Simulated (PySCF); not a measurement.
# How methods differ on the ionisation energy of Rh²⁺

Rh²⁺ [Kr] 4d7 (4F) → Rh³⁺ [Kr] 4d6 (5D), as a difference of total energies. Calculation: PySCF 2.14, in aug-cc-pVDZ-PP with ECP28MDF (5s5p4d2f, 54 functions); a scalar-relativistic core potential. Correlated levels: valence: 4s2 4p6 frozen. The calculations carry no spin-orbit coupling.

```json
{"method": "UHF", "ionisation energy (eV)": "29.340", "difference from reference (eV)": "-1.720"}
{"method": "LDA", "ionisation energy (eV)": "31.307", "difference from reference (eV)": "+0.247"}
{"method": "PBE", "ionisation energy (eV)": "31.158", "difference from reference (eV)": "+0.098"}
{"method": "PBE0", "ionisation energy (eV)": "31.010", "difference from reference (eV)": "-0.050"}
{"method": "r2SCAN", "ionisation energy (eV)": "30.809", "difference from reference (eV)": "-0.251"}
{"method": "wB97M-V", "ionisation energy (eV)": "30.994", "difference from reference (eV)": "-0.066"}
{"method": "M06-2X", "ionisation energy (eV)": "31.288", "difference from reference (eV)": "+0.228"}
{"method": "r2SCAN0", "ionisation energy (eV)": "30.785", "difference from reference (eV)": "-0.275"}
{"method": "BP86", "ionisation energy (eV)": "31.320", "difference from reference (eV)": "+0.260"}
{"method": "MP2 (valence)", "ionisation energy (eV)": "30.449", "difference from reference (eV)": "-0.611"}
{"method": "SCS-MP2 (valence)", "ionisation energy (eV)": "30.540", "difference from reference (eV)": "-0.520"}
```

Reference: 31.06 eV (semi-empirical (NIST evaluation); NIST Atomic Spectra Database, ionization energies).

The reference lies between the lowest fine-structure levels, while these numbers refer to the centres of the terms.

Errors of the correlated levels include the incompleteness of this basis and the frozen core.
